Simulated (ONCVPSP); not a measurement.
PBEsol ONCV dataset for Fe (Z = 26), scalar-relativistic all-electron reference.

Input for ONCVPSP 4.0.1:

```
# ATOM AND REFERENCE CONFIGURATION
# atsym  z   nc   nv     iexc    psfile
  Fe 26.00    3    4  -116133      upf
#
#   n    l    f
    1    0    2.00
    2    0    2.00
    2    1    6.00
    3    0    2.00
    3    1    6.00
    3    2    6.00
    4    0    2.00
#
# PSEUDOPOTENTIAL AND OPTIMIZATION
# lmax
    2
#
#   l,   rc,      ep,       ncon, nbas, qcut
    0    1.30    0.00    3    7    9.00
    1    1.10    0.00    3    6   10.50
    2    1.90    0.00    3    8    7.90
#
# LOCAL POTENTIAL
# lloc, lpopt,  rc(5),   dvloc0
    4    5    0.90   -1.00
#
# VANDERBILT-KLEINMAN-BYLANDER PROJECTORs
# l, nproj, debl
    0    2    1.50
    1    3    0.90
    2    2    1.50
#
# MODEL CORE CHARGE
# icmod, fcfact, rcfact
    0    0.00    0.00
#
# LOG DERIVATIVE ANALYSIS
# epsh1, epsh2, depsh
   -5.00    5.00    0.04
#
# OUTPUT GRID
# rlmax, drl
    6.00    0.01
#
# TEST CONFIGURATIONS
# ncnf
    4
# nvcnf
#   n    l    f
    4
    3    0    2.00
    3    1    6.00
    3    2    6.00
    4    0    1.00
#
    4
    3    0    2.00
    3    1    6.00
    3    2    6.00
    4    0    0.00
#
    4
    3    0    2.00
    3    1    6.00
    3    2    5.00
    4    0    0.00
#
    4
    3    0    1.00
    3    1    6.00
    3    2    6.00
    4    0    2.00
#
```

Command:

```bash
oncvpsp.x < Fe.dat > Fe.out
```

Resulting log (shortened: citation, most of the input echo, consistency checks and plot data are left out):

```
ONCVPSP  (Optimized Norm-Conservinng Vanderbilt PSeudopotential)
scalar-relativistic version 4.0.1

#   n    l    f        energy (Ha)
    1    0    2.00    -2.5693999E+02
    2    0    2.00    -3.0091854E+01
    2    1    6.00    -2.5650822E+01
    3    0    2.00    -3.4458496E+00
    3    1    6.00    -2.2021766E+00
    3    2    6.00    -2.7670153E-01
    4    0    2.00    -1.9517115E-01

Reference configufation results
  iterations    30
  all-electron total energy (Ha)   -1.27126255D+03

Begin loop to  construct optimized pseudo wave functions
and semi-local pseudopoentials for all angular momenta

Calculating optimized projector #   1

 for l=   0

    Fraction of norm inside rc  0.932322
    Optimizing pswf for qcut=   9.01 a_B^-1,  ecut=  40.56 Ha
    Residual kinetic energy error=  3.14D-06 Ha

    Energy error per electron        Cutoff
         Ha          eV             Ha
         0.01000     0.27211       18.17
         0.00100     0.02721       27.16
         0.00010     0.00272       32.90
         0.00001     0.00027       37.98

Calculating optimized projector #   2

 for l=   0

    Fraction of norm inside rc  0.036944
    Optimizing pswf for qcut=   9.01 a_B^-1,  ecut=  40.56 Ha
    Residual kinetic energy error=  1.68D-06 Ha

    Energy error per electron        Cutoff
         Ha          eV             Ha
         0.01000     0.27211        7.16
         0.00100     0.02721       22.48
         0.00010     0.00272       30.77
         0.00001     0.00027       36.64

WARNING wellstate: negative energy specified for n= 4 l=  1
WARNING scattering state with energy  0.25000000
WARNING will be used for the first projector

   Wellstate for l =  1  n =  4
     eigenvalue =   0.2500
     asymptotic potential =   0.7500
     half-point radius =  3.2737

   Wellstate for l =  1  n =  5
     eigenvalue =   1.1500
     asymptotic potential =   1.6500
     half-point radius =  3.9917

Calculating optimized projector #   1

 for l=   1

    Fraction of norm inside rc  0.788371
    Optimizing pswf for qcut=  10.50 a_B^-1,  ecut=  55.09 Ha
    Residual kinetic energy error=  8.77D-07 Ha

    Energy error per electron        Cutoff
         Ha          eV             Ha
         0.01000     0.27211       26.14
         0.00100     0.02721       33.48
         0.00010     0.00272       39.78
         0.00001     0.00027       45.00

Calculating optimized projector #   2

 for l=   1

    Fraction of norm inside rc  0.050113
    Optimizing pswf for qcut=  10.50 a_B^-1,  ecut=  55.09 Ha
    Residual kinetic energy error=  4.48D-07 Ha

    Energy error per electron        Cutoff
         Ha          eV             Ha
         0.01000     0.27211       20.13
         0.00100     0.02721       28.12
         0.00010     0.00272       34.92
         0.00001     0.00027       40.78

Calculating optimized projector #   3

 for l=   1

    Fraction of norm inside rc  0.036206
    Optimizing pswf for qcut=  10.50 a_B^-1,  ecut=  55.09 Ha
    Residual kinetic energy error=  6.09D-07 Ha

    Energy error per electron        Cutoff
         Ha          eV             Ha
         0.01000     0.27211       20.08
         0.00100     0.02721       28.11
         0.00010     0.00272       34.81
         0.00001     0.00027       40.62

   Wellstate for l =  2  n =  5
     eigenvalue =   1.2233
     asymptotic potential =   1.7233
     half-point radius =  4.7559

Calculating optimized projector #   1

 for l=   2

    Fraction of norm inside rc  0.880484
    Optimizing pswf for qcut=   7.89 a_B^-1,  ecut=  31.15 Ha
    Residual kinetic energy error=  6.99D-06 Ha

    Energy error per electron        Cutoff
         Ha          eV             Ha
         0.01000     0.27211       21.26
         0.00100     0.02721       25.07
         0.00010     0.00272       27.98
         0.00001     0.00027       31.23

Calculating optimized projector #   2

 for l=   2

    Fraction of norm inside rc  0.118054
    Optimizing pswf for qcut=   7.89 a_B^-1,  ecut=  31.15 Ha
    Residual kinetic energy error=  2.73D-05 Ha

    Energy error per electron        Cutoff
         Ha          eV             Ha
         0.01000     0.27211       21.24
         0.00100     0.02721       25.75
         0.00010     0.00272       29.45
         0.00001     0.00027       46.99

Construct Vanderbilt / Kleinmman-Bylander projectors

B matrix Hermiticity error, ll=   0
   1   2    3.0307E-04

  Orthonormal projector coefficients  1.3828E+01  2.3464E+00

B matrix Hermiticity error, ll=   1
   1   2    2.7600E-04
   1   3   -3.4063E-04
   2   3    3.1598E-05

  Orthonormal projector coefficients  9.3470E+00  2.9033E+00  5.2032E-01

B matrix Hermiticity error, ll=   2
   1   2   -1.0719E-04

  Orthonormal projector coefficients -3.8728E+00 -2.5216E+00

Pseudoatom total energy -118.527560

Diagnostic tests using Vanderbilt-Kleinman-Bylander pseudopotentials
  1 or more projectors used as specified by nproj input data

   l    rcore       rmatch      e in        delta e   norm test  slope test

   0   1.3068953   1.3465755  -3.4458496   0.0000160   1.0001878   1.0001820
   0   1.3068953   1.3465755  -0.1951712   0.0000061   1.0000539   1.0000386

   1   1.1053437   1.1389043  -2.2021766  -0.0000105   1.0001606   1.0001927
   1   1.1053437   1.1389043   0.2500000   0.0000259   1.0003674   1.0003674
   1   1.1053437   1.1389043   1.1500000   0.0000537   1.0004140   1.0004140

   2   1.9050816   1.9629240  -0.2767015  -0.0000293   1.0000291   0.9999898
   2   1.9050816   1.9629240   1.2232985  -0.0001151   1.0001688   1.0001688

 Testing for bound ghosts
   n   l    E NL Schr. Eq   E Basis Diag.   E Cutoff

   1   0       -3.445834       -3.445842    111.16
   2   0       -0.195165       -0.037351    111.16

   2   1       -2.202187       -2.201842    182.29

   3   2       -0.276731       -0.276292     95.09

 Testing for highly-localized positive-energy ghosts
       l    <radius>/rc     E Basis Diag.   E Cutoff

Test configuration 0

   n   l     f        eae           eps        diff
   1   0  2.0000 -256.93999139
   2   0  2.0000  -30.09185367
   2   1  6.0000  -25.65082166
   3   0  2.0000   -3.44584960   -3.44583364    1.60D-05
   3   1  6.0000   -2.20217663   -2.20218710   -1.05D-05
   3   2  6.0000   -0.27670153   -0.27673083   -2.93D-05
   4   0  2.0000   -0.19517115   -0.19516504    6.12D-06

    Total energies and differences
      AE_ref= -1.27126255D+03  AE_tst= -1.27126255D+03  dif=  0.00D+00
      PS_ref= -1.18527560D+02  PS_tst= -1.18527560D+02  dif= -3.41D-13
      PSP excitation error=  3.41D-13

Test configuration 1

   n   l     f        eae           eps        diff
   1   0  2.0000 -257.25570167
   2   0  2.0000  -30.40051449
   2   1  6.0000  -25.96007877
   3   0  2.0000   -3.75938055   -3.76110522   -1.72D-03
   3   1  6.0000   -2.51620227   -2.51743572   -1.23D-03
   3   2  6.0000   -0.58740719   -0.58900608   -1.60D-03
   4   0  1.0000   -0.45300999   -0.45273624    2.74D-04

    Total energies and differences
      AE_ref= -1.27126255D+03  AE_tst= -1.27094116D+03  dif=  3.21D-01
      PS_ref= -1.18527560D+02  PS_tst= -1.18206267D+02  dif=  3.21D-01
      PSP excitation error=  9.71D-05

Test configuration 2

   n   l     f        eae           eps        diff
   1   0  2.0000 -257.62357978
   2   0  2.0000  -30.75760549
   2   1  6.0000  -26.31807394
   3   0  2.0000   -4.12224129   -4.12722683   -4.99D-03
   3   1  6.0000   -2.87930493   -2.88300750   -3.70D-03
   3   2  6.0000   -0.94389686   -0.94815003   -4.25D-03

    Total energies and differences
      AE_ref= -1.27126255D+03  AE_tst= -1.27034890D+03  dif=  9.14D-01
      PS_ref= -1.18527560D+02  PS_tst= -1.17614360D+02  dif=  9.13D-01
      PSP excitation error=  4.51D-04

Test configuration 3

   n   l     f        eae           eps        diff
   1   0  2.0000 -258.33564413
   2   0  2.0000  -31.49281204
   2   1  6.0000  -27.05119419
   3   0  2.0000   -4.80932649   -4.80189342    7.43D-03
   3   1  6.0000   -3.55721742   -3.55012807    7.09D-03
   3   2  5.0000   -1.58674070   -1.57089863    1.58D-02

    Total energies and differences
      AE_ref= -1.27126255D+03  AE_tst= -1.26909254D+03  dif=  2.17D+00
      PS_ref= -1.18527560D+02  PS_tst= -1.16361692D+02  dif=  2.17D+00
      PSP excitation error=  4.15D-03

Test configuration 4

   n   l     f        eae           eps        diff
   1   0  2.0000 -257.70013909
   2   0  2.0000  -30.76561683
   2   1  6.0000  -26.33204379
   3   0  1.0000   -4.04799849   -4.09380807   -4.58D-02
   3   1  6.0000   -2.79578172   -2.83103334   -3.53D-02
   3   2  6.0000   -0.83058935   -0.82127641    9.31D-03
   4   0  2.0000   -0.52187633   -0.52385919   -1.98D-03

    Total energies and differences
      AE_ref= -1.27126255D+03  AE_tst= -1.26752769D+03  dif=  3.73D+00
      PS_ref= -1.18527560D+02  PS_tst= -1.14769025D+02  dif=  3.76D+00
      PSP excitation error= -2.37D-02
```

The run took about 5.1 s on one core of a shared server CPU.
